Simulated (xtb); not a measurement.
Input for xtb: GFN1-xTB on GeSe+, 2S+1 = 2, a spin state set in the input, which need not be the lowest, a point of a bond scan (R = 2.511 Å). Charge +1.

```
$ xtb mol.xyz --gfn 1 --sp --chrg 1 --uhf 1
2

Ge     0.00000000     0.00000000     0.00000000
Se     0.00000000     0.00000000     2.51080300
```

The head of its log:

```
[...]
           -------------------------------------------------
          |                Calculation Setup                |
           -------------------------------------------------



           -------------------------------------------------
          |                 G F N 1 - x T B                 |
           -------------------------------------------------

        Reference                      10.1021/acs.jctc.7b00118
      * Hamiltonian:
        H0-scaling (s, p, d)           1.850000    2.250000    2.000000
        zeta-weighting                 0.000000
      * Dispersion:
        s8                             2.400000
        a1                             0.630000
        a2                             5.000000
        s9                             0.000000
      * Repulsion:
        kExp                           1.500000
        rExp                           1.000000
      * Coulomb:
        alpha                          2.000000
        third order                    atomic
        anisotropic                    false
      * Halogen bond correction:
        rad-scale                      1.300000
        damping                        0.440000


          ...................................................
          :                      SETUP                      :
          :.................................................:
          :  # basis functions                  20          :
          :  # atomic orbitals                  18          :
          :  # shells                            6          :
          :  # electrons                         9          :
          :  # halogen bonds                     0          :
          :  max. iterations                   250          :
          :  Hamiltonian                  GFN1-xTB          :
          :  restarted?                      false          :
          :  GBSA solvation                  false          :
          :  PC potential                    false          :
          :  electronic temp.          300.0000000     K    :
          :  accuracy                    1.0000000          :
          :  -> integral cutoff          0.2500000E+02      :
          :  -> integral neglect         0.1000000E-07      :
          :  -> SCF convergence          0.1000000E-05 Eh   :
          :  -> wf. convergence          0.2000000E-04 e    :
          :  Broyden damping             0.4000000          :
          :  net charge                          1          :
          :  unpaired electrons                  1          :
          ...................................................

 iter      E             dE          RMSdq      gap      omega  full diag
   1     -4.3693223 -0.436932E+01  0.115E+01    3.27       0.0  T
   2     -4.2515331  0.117789E+00  0.795E+00    3.46       1.0  T
```

Question: What total energy does the run end on?

Answer: -4.4958 hartree.
